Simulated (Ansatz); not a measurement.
C3H3N, SMILES `C=C=C=N` (charge 0, multiplicity 1).

Cartesian coordinates (Å):
```xyz
7

C     -1.4383     0.5778     0.3848
C     -0.2753    -0.0065     0.2293
C      0.8850    -0.5091     0.1031
N      1.9403    -1.1256    -0.0711
H     -2.3697     0.0697     0.1490
H     -1.5258     1.5953     0.7569
H      2.7838    -0.6016     0.1646
```
Charge 0, multiplicity 1.

Frozen-core energies in 6-31g from Ansatz (a quantum-chemistry and plane-wave program) at a geometry from B3LYP-D3(BJ)/def2-TZVP; the HF reference has <S^2> = 0.00 (restricted, and unstable towards unrestricted orbitals) and the T1 diagnostic is 0.016.

```csv
level,energy (Ha)
HF,-169.61607
MP2,-169.98742
CCSD,-170.01517
```

Question: Estimate the energies of CCSD(T), CCSDT and CCSDT(Q), and give each level's difference from CCSDT(Q).

Answer: 
```csv
level,energy (Ha),difference from CCSDT(Q) (mHa)
MP2,-169.98742,45.70
CCSD,-170.01517,17.95
CCSD(T),-170.03102,2.10
CCSDT,-170.03157,1.55
CCSDT(Q),-170.03312,0.00
```
